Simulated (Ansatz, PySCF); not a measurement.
C4H4, SMILES C12C3C1C23.

Geometry optimised at PBE0-D3(BJ)/def2-SVP.

Vertical ionisation energy (IE) and electron affinity (EA) in eV. Rows of orbital energies are one-electron estimates. Where ΔSCF, EOM or ADC give a negative EA the extra electron is unbound and the value depends on the basis.

| level | IE | EA |
|---|---|---|
| −ε(HOMO), −ε(LUMO), r2SCAN/def2-TZVPD (PySCF) | 5.57 | -1.06 |
| −ε(HOMO), −ε(LUMO), PBE/def2-TZVPD (PySCF) | 5.45 | -0.32 |
| ΔSCF, CAM-B3LYP/def2-SVPD (Ansatz), final states of multiplicity 2 and 2 | 9.11 | -2.47 |
| ΔSCF, PBE/def2-SVPD (Ansatz), final states of multiplicity 2 and 2 | 9.06 | -2.18 |

Task: What vertical singlet–triplet gap does ΔSCF give with CAM-B3LYP/def2-SVPD (Ansatz, a first-principles code) and with PBE/def2-SVPD (Ansatz)? (Estimate from the structure and the level; the computed values follow.)

Result: 6.92 and 6.50 eV (triplet above singlet where positive).
